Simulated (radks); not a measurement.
The numbers below are computed, except where a source is named.
Q: Ionisation ladder of thallium, from Tl to Tl6+. Each ion is in the ground configuration listed by NIST, and IE = E(next ion) - E(this ion). Level of theory: scalar-relativistic Kohn-Sham, SCAN, spin-polarised, spherical densities, finite nucleus; open shells are filled with parallel spins first (spin-orbit coupling, left out, can overturn this in heavy ions); meta-GGA in the generalised Kohn-Sham scheme; Fermi nuclear charge, rms radius 5.4759 fm (a radial shooting solver on a logarithmic mesh with Libxc functionals).

species       configuration  IE, Delta-SCF (eV)  -e(HOMO) (eV)     HOMO  <r> HOMO (bohr)
Tl                 [Hg] 6p1               5.394          2.767    6p up             3.68
Tl+                    [Hg]                   ?         16.814       6s             2.37
Tl2+     [Xe] 4f14 5d10 6s1              30.409         26.187    6s up             2.27
Tl3+         [Xe] 4f14 5d10                   ?         44.662       5d             1.33
Tl4+          [Xe] 4f14 5d9                   ?         59.275  5d down             1.29
Tl5+          [Xe] 4f14 5d8              82.627         74.668  5d down             1.26
Tl6+          [Xe] 4f14 5d7              98.949         90.729  5d down             1.23

Estimate the withheld Delta-SCF values.

A: Tl+: 20.628 eV (NIST 20.428); Tl3+: 51.881 eV (NIST 51.14); Tl4+: 66.883 eV (NIST 62.6).
